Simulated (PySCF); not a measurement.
How methods differ on the excitation energy of Si+

Si+ [Ne] 3s2 3p1 (2P) → Si+ [Ne] 3s1 3p2, s spin flipped, as a difference of total energies. All numbers are calculated (PySCF 2.14, the spin-free X2C one-electron Hamiltonian (Gaussian nucleus), in aug-cc-pVQZ-DK (7s6p4d3f2g, 84 functions)). Correlated levels: valence: [Ne] frozen. The calculations carry no spin-orbit coupling.

| method | excitation energy (eV) |
| --- | --- |
| UHF | 8.734 |
| LDA | 7.379 |
| PBE | 7.321 |
| PBE0 | 7.689 |
| r2SCAN | 7.522 |
| wB97X-V | 8.032 |
| TPSS | 7.475 |
| CAM-B3LYP | 7.937 |
| revPBE | 7.284 |
| MP2 (valence) | 8.069 |
| SCS-MP2 (valence) | 8.025 |

How much does correlation contribute at MP2 (valence)?

8.069 − (8.734) = -0.665 eV, measured against UHF.

The upper determinant mixes two multiplicities, so it lies between the two terms.
